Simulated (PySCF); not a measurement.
Gas-phase reaction: 4 ICl + Si ⇌ SiI4 + 4 Cl

Method: PySCF energies (xtb for GFN2) plus ideal-gas RRHO corrections (1 bar). † marks an energy on the PBE0/def2-TZVP geometry and frequencies; other levels use their own. CCSD(T) freezes the core. Open shells (unrestricted): Si (multiplicity 3, electronic degeneracy 9), Cl (multiplicity 2, electronic degeneracy 6); the rest are closed-shell singlets. GFN2 has no spin-polarisation term. Spin-orbit splitting is ignored; it lowers the true energy and changes the entropy of Si, Cl. B3LYP is the form with VWN-RPA correlation. I: scalar-relativistic def2 core potential, no spin-orbit coupling. CCSD(T) isn't extrapolated to the basis-set limit. The harmonic model lacks anharmonicity and excited electronic states, which grow with temperature; levels with a mode under 35 cm⁻¹ are left out. Soft modes under 120 cm⁻¹ make the harmonic entropy rough for SiI4.

| level | ΔE electronic, kJ | ΔH°(298 K), kJ | ΔS°(298 K), J/K | ΔG°(2000 K), kJ |
|---|---|---|---|---|
| B3LYP/def2-TZVP† | -143 | -137 | -69 | -43 |
| CCSD(T)/def2-SVP† | -283 | -277 | -69 | -183 |
| GFN2-xTB | -48 | -41 | -68 | 52 |
| PBE/def2-TZVP† | -108 | -102 | -69 | -8 |
| PBE0/def2-SVP† | -229 | -223 | -69 | -129 |
| r2SCAN/def2-TZVP† | -192 | -186 | -69 | -92 |
| ωB97M-V/def2-TZVP† | -172 | -166 | -69 | -72 |
ΔH° is lowest at CCSD(T)/def2-SVP† and highest at GFN2-xTB. No reference value is set beside these.
